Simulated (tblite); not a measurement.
Compound: C4H9BrGeO.
Bonds: Br1–Ge2, Ge2–C3, C3–C4, C4–C5, C5–O6, O6–C7, C4–C7. Hydrogens: H8, H9 on Ge2; H10, H11 on C3; H12 on C4; H13, H14 on C5; H15, H16 on C7.

Computed with GFN2-xTB (tblite), gas phase: L-BFGS steps from a force-field or distance-geometry start until the largest atomic force falls under 0.01 eV/Å.

At the end of the run (lengths in Å): Br1–Ge2 2.276, Ge2–C3 1.987, C7–H16 1.093, Ge2–H9 1.514, C4–H12 1.092, C3–H11 1.091, Ge2–H8 1.512, Ge2–C3–C4 112.8°, C5–O6–C7 92.5°, Br1–Ge2–C3 108.1°, C4–C5–O6 91.6°, Br1–Ge2–C3–C4 -53°, Ge2–C3–C4–C5 -71°, C3–C4–C5–O6 -116°, H10–C3–Ge2–Br1 68°, H8–Ge2–C3–C4 64°.

Problem. These geometries were met on the way; a selection of coordinates is given. Order them by energy above the end point, lowest first.
A. Br1–Ge2 2.342, Ge2–C3 1.934, C7–H16 1.128, Ge2–H9 1.547, C4–H12 1.125, C3–H11 1.120, Ge2–H8 1.541, Ge2–C3–C4 111.2°, C5–O6–C7 90.7°, Br1–Ge2–C3 109.6°, C4–C5–O6 92.9°, Br1–Ge2–C3–C4 -62°, Ge2–C3–C4–C5 -77°, C3–C4–C5–O6 -114°, H10–C3–Ge2–Br1 58°, H8–Ge2–C3–C4 58°
B. Br1–Ge2 2.277, Ge2–C3 1.965, C7–H16 1.095, Ge2–H9 1.511, C4–H12 1.095, C3–H11 1.089, Ge2–H8 1.509, Ge2–C3–C4 111.9°, C5–O6–C7 92.6°, Br1–Ge2–C3 108.1°, C4–C5–O6 91.5°, Br1–Ge2–C3–C4 -63°, Ge2–C3–C4–C5 -74°, C3–C4–C5–O6 -115°, H10–C3–Ge2–Br1 60°, H8–Ge2–C3–C4 54°
C. Br1–Ge2 2.265, Ge2–C3 1.970, C7–H16 1.092, Ge2–H9 1.504, C4–H12 1.088, C3–H11 1.089, Ge2–H8 1.504, Ge2–C3–C4 112.4°, C5–O6–C7 92.2°, Br1–Ge2–C3 107.9°, C4–C5–O6 91.5°, Br1–Ge2–C3–C4 -63°, Ge2–C3–C4–C5 -74°, C3–C4–C5–O6 -115°, H10–C3–Ge2–Br1 61°, H8–Ge2–C3–C4 55°
D. Br1–Ge2 2.326, Ge2–C3 1.960, C7–H16 1.097, Ge2–H9 1.537, C4–H12 1.102, C3–H11 1.106, Ge2–H8 1.533, Ge2–C3–C4 110.6°, C5–O6–C7 91.8°, Br1–Ge2–C3 109.2°, C4–C5–O6 92.3°, Br1–Ge2–C3–C4 -62°, Ge2–C3–C4–C5 -77°, C3–C4–C5–O6 -113°, H10–C3–Ge2–Br1 58°, H8–Ge2–C3–C4 58°
E. Br1–Ge2 2.281, Ge2–C3 1.987, C7–H16 1.081, Ge2–H9 1.510, C4–H12 1.089, C3–H11 1.088, Ge2–H8 1.512, Ge2–C3–C4 111.5°, C5–O6–C7 92.3°, Br1–Ge2–C3 108.2°, C4–C5–O6 91.5°, Br1–Ge2–C3–C4 -62°, Ge2–C3–C4–C5 -75°, C3–C4–C5–O6 -114°, H10–C3–Ge2–Br1 60°, H8–Ge2–C3–C4 57°

Solution. B (0.016 eV), C (0.030 eV), E (0.059 eV), D (0.136 eV), A (0.244 eV).

```json
{"step": "8", "E above end (eV)": "0.016", "rms distance from the end, all atoms (Å)": "0.131", "largest force (eV/Å)": "0.155", "rms shift of all bonds from the end (Å)": "0.006"}
{"step": "5", "E above end (eV)": "0.030", "rms distance from the end, all atoms (Å)": "0.134", "largest force (eV/Å)": "0.229", "rms shift of all bonds from the end (Å)": "0.007"}
{"step": "3", "E above end (eV)": "0.059", "rms distance from the end, all atoms (Å)": "0.138", "largest force (eV/Å)": "0.431", "rms shift of all bonds from the end (Å)": "0.005"}
{"step": "1", "E above end (eV)": "0.136", "rms distance from the end, all atoms (Å)": "0.145", "largest force (eV/Å)": "0.649", "rms shift of all bonds from the end (Å)": "0.017"}
{"step": "0", "E above end (eV)": "0.244", "rms distance from the end, all atoms (Å)": "0.147", "largest force (eV/Å)": "1.778", "rms shift of all bonds from the end (Å)": "0.031"}
```

Rows stand in the order of the answer.
